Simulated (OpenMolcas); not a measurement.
Ni7+, Pd7+, Pt7+: d³ down the group

| Quantity | Value |
| --- | --- |
| Program | OpenMolcas |
| Method | MS-CASPT2, IPEA 0.25 Eh, imaginary shift 0.1 Eh |
| Basis | ANO-R2 |
| Scalar Hamiltonian | X2C, finite nucleus |
| Spin-orbit coupling | RASSI with atomic mean-field integrals over the reference wave functions, term energies averaged over their components |

Active space for each ion: 3 electrons in 5 orbitals (d); closed shells correlated by CASPT2: Ni7+ 3s 3p; Pd7+ 4s 4p; Pt7+ 5s 5p.

Computed levels in cm-1 above ⁴F_3/2:

```
                               Level   Ni7+   Pd7+   Pt7+
                              ⁴F_5/2    961   2460  10150
                              ⁴F_7/2   2230   5260  17140
                              ⁴P_1/2  24110  16690  22450
                              ⁴P_5/2  25620  20330  33800
                              ²G_7/2  26530  20060  32010
                              ²G_9/2  27740  21370  52290
                              ²P_3/2  33590  32270  56350
                              ²P_1/2  34180  25780  40300
                              ²H_9/2  37040  28950  33850
weight of ⁴F in the lowest level (%)    100     96     76
```

Mixed levels, with the weight of the term that names them: Ni7+ ²P_3/2 (51 %), Pd7+ ²G_9/2 (60 %), Pd7+ ²P_3/2 (56 %), Pd7+ ²H_9/2 (65 %), Pt7+ ⁴P_1/2 (68 %), Pt7+ ²G_7/2 (74 %), Pt7+ ²G_9/2 (58 %), Pt7+ ²P_3/2 (56 %), Pt7+ ²P_1/2 (68 %), Pt7+ ²H_9/2 (54 %).

Measured, with the error of the calculation in %. Measured levels: Ni7+ from Corliss and Sugar, J. Phys. Chem. Ref. Data 10, 197 (1981).

```
 Level          Ni7+
⁴F_5/2   1012 (-5.0)
⁴F_7/2   2184 (+2.1)
⁴P_1/2  23261 (+3.6)
⁴P_5/2  24669 (+3.9)
```

The fine-structure level ⁴F_7/2 changes by a factor of 7.69 from Ni7+ to Pt7+.

Without spin-orbit coupling ⁴P lies 22900, 14080, 13200 cm-1 above ⁴F in that order; the difference to the level ⁴P_1/2, of either sign, comes from spin-orbit coupling, which also lowers the zero.

Term energies are means over components that CASPT2 splits; among the terms shown or strongly mixed into the levels shown the widest spread is 930 cm-1 (3d³ ⁴F, Ni7+). Measured partners are found by configuration, term and J. A level has none where our copy of the source lacks it or the pairing is in doubt (some pairs that miss far off the trend of their configuration count as doubtful), and it then counts in no deviation. Only configurations of the active space appear.
